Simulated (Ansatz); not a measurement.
Reaction (ligand exchange at the Si–O bond): `BO[SiH](O)[SiH3]` + H₂Se → `O[SiH]([SiH3])[SeH]` + `BO`

Gas-phase electronic energies from Ansatz, PBE0-D4/def2-TZVP geometries. CBS: MP2 limit from def2 TZ/QZ plus the TZ coupled-cluster correction, frozen cores. This one scheme is used for every species. Functionals use def2-TZVPP. B3LYP here is the variant with VWN-RPA as its local correlation; programs differ in this. For Se outer-core shells are correlated without core-valence functions, which leaves a few kJ/mol of doubt a bond. Scalar relativity is left out up to krypton. One conformer a species, not always the lowest.

(1) Is it downhill or uphill in electronic energy at CCSD(T)/CBS, and by how much? (Best estimate.)

(2) What do these levels give: ωB97X-V, r2SCAN, B3LYP, HF/def2-TZVPP, SCS-MP2/def2-QZVPP, HF/CBS(def2)? (Estimate.)

Largest T1 diagnostic among the species: 0.014.

Results:

(1) Ansatz gave: Uphill: ΔE = +27.2 kJ/mol.

(2) Computed: ωB97X-V 31.1, r2SCAN 23.9, B3LYP 31.4, HF/def2-TZVPP 48.3, SCS-MP2/def2-QZVPP 31.2, HF/CBS(def2) 50.6 kJ/mol.

In def2-TZVPP, CCSD(T) changes the Hartree–Fock value by −16.7 kJ/mol (the triples alone add −3.4 kJ/mol) and MP2 by −22.0 kJ/mol. From PBE to PBE0 (25 % exact exchange), in def2-TZVPP and without D4, ΔE moves by +5.3 kJ/mol.
